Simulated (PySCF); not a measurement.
Al(Cl)(Me)(SMe) (C₂H₆AlClS), SMILES C[S][Al]([CH3])[Cl]. Atoms are numbered in the order given.

```xyz
11

Al    -0.1194     0.3598     0.3445
Cl     0.8036     2.2354     0.0311
C     -1.3273     0.0635     1.8433
H     -2.3313    -0.2337     1.4960
H     -1.4348     0.9757     2.4509
H     -0.9592    -0.7416     2.5016
S      0.3962    -1.1619    -1.1254
C     -0.5762    -2.6176    -0.5366
H     -1.1481    -2.4012     0.3757
H      0.1184    -3.4440    -0.3334
H     -1.2728    -2.9200    -1.3303
```
Charge 0, spin multiplicity 1.

Geometry: B3LYP-D3(BJ)/def2-SVP. The structure was generated by enumeration; whether it is a known compound was not checked. The values are those of a single conformer.

Two levels are set side by side: PBE/pcSseg-1 (PySCF) and B3LYP/pcSseg-1 (PySCF). GIAO shifts against H2S (³³S), HCl (³⁵Cl), TMS (¹H), TMS (¹³C) at the same level; non-relativistic, no solvent, atoms listed together averaged. Without spin–orbit terms, shifts of atoms bonded to Cl or Br come out too high at both levels. Differences are taken from unrounded values.

```
quantity                   B3LYP
-------------------------  -----
δ(³⁵Cl) of Cl2 (ppm)        40.5
δ(¹³C) of C3 (ppm)          -9.4
δ(¹H) of H4, H5, H6 (ppm)   0.26
δ(³³S) of S7 (ppm)         110.0
δ(¹³C) of C8 (ppm)          15.6
```

Problem. What does PBE give, and how far is it from B3LYP? (An estimate is asked for; the answer gives what the named calculation found.)

Solution. 
| quantity | PBE | PBE minus B3LYP |
|---|---|---|
| δ(³⁵Cl) of Cl2 (ppm) | 67.3 | 26.8 |
| δ(¹³C) of C3 (ppm) | -9.1 | 0.3 |
| δ(¹H) of H4, H5, H6 (ppm) | 0.29 | 0.02 |
| δ(³³S) of S7 (ppm) | 136.4 | 26.5 |
| δ(¹³C) of C8 (ppm) | 16.0 | 0.4 |

Rough cost on one machine, each run with all the roots and properties that it gave: B3LYP against PBE within a factor of 2.
